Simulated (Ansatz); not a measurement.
Reaction (ligand exchange at the Si–C bond): `CC[SiH](Cl)Cl` + HCl → trichlorosilane + ethane

Program: Ansatz. Geometries: PBE0-D4/def2-TZVP. ΔE: electronic, gas phase. CCSD(T)/CBS adds triple-zeta CCSD(T) − MP2 to the extrapolated MP2 energy (def2 sets, frozen cores). This one scheme is used for every species. Functionals use def2-TZVPP. Each species was taken in one conformer, which may not be the lowest.

Problem. Is it downhill or uphill in electronic energy at CCSD(T)/CBS, and by how much? (Best estimate.)

Solution. Computed: Downhill: ΔE = -21.2 kcal/mol.

Problem. What do these levels give: B97M-V, r2SCANh-D4, B2PLYP, PBE-QIDH, PBE, CAM-B3LYP, LC-ωPBE, CCSD(T)/def2-SVP, SCS-MP2/def2-TZVPP, CCSD/def2-TZVPP, HF/def2-QZVPP, HF/CBS(def2)? (Estimate.)

Solution. Computed: B97M-V -22.8, r2SCANh-D4 -22.2, B2PLYP -22.5, PBE-QIDH -21.9, PBE -22.0, CAM-B3LYP -22.4, LC-ωPBE -21.5, CCSD(T)/def2-SVP -20.5, SCS-MP2/def2-TZVPP -21.6, CCSD/def2-TZVPP -20.7, HF/def2-QZVPP -24.2, HF/CBS(def2) -24.2 kcal/mol.

Largest T1 diagnostic among the species: 0.009.

Leaving LDA and LC-ωPBE aside and taking each functional with its dispersion term where it has one, the values, not all of them listed here, spread over 1.9 kcal/mol, from B97M-V to revPBE-D4. LDA lies +2.0 kcal/mol from PBE without D4. In def2-TZVPP, CCSD(T) changes the Hartree–Fock value by +3.7 kcal/mol (the triples alone add +0.3 kcal/mol) and MP2 by +2.7 kcal/mol. The D4 term adds +1.3 kcal/mol with B3LYP and +0.8 kcal/mol with PBE0; it sums over pairs of atoms, weighted by their polarisabilities, and B3LYP, whose exchange is more repulsive, gets the larger term.

B3LYP here is the variant with VWN-RPA as its local correlation; programs differ in this.
